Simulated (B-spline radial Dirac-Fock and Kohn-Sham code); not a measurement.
Zn¹³⁺: non-radiative channels of the 2p1/2 vacancy

System: the Zn¹³⁺ ion, configuration [Ne] 3s2 3p5.

The run's input, task.json:

```json
{"items": [{
  "Z": 30,
  "q": 13,
  "cfg": [[1, 0, 2], [2, 0, 2], [2, 1, 6], [3, 0, 2], [3, 1, 5]],
  "A": 64,
  "rrms": 3.9283,
  "do": ["binding", "quiet", "decay"],
  "holes": ["K", "L1", "L2", "L3", "M1"]
}]}
```

Launch: `python xray_run.py task.json out`

Calculated with a radial atomic solver, using a relativistic independent-particle model: LDA orbitals of the hole state, radiative multipoles to third order, Auger rates from the Coulomb interaction with a continuum orbital, Dirac-Fock energies. Kinetic energies are configuration averages from the vacuum level; the two-hole energies are estimated from single-hole states.

```
transition  kinetic energy (eV)  width (meV)  share (%)
   L2-M1M1                435.1         3.66        1.3
   L2-M1M2                491.7         62.0       21.8
   L2-M1M3                496.3         5.36        1.9
   L2-M2M2                540.8         46.5       16.4
   L2-M2M3                545.4          162       57.1
   L2-M3M3                550.0         4.30        1.5
```

The listed channels hold 100 % of the non-radiative rate. Summed by principal shells, of 0.284 eV in all: LMM 100.0 %.
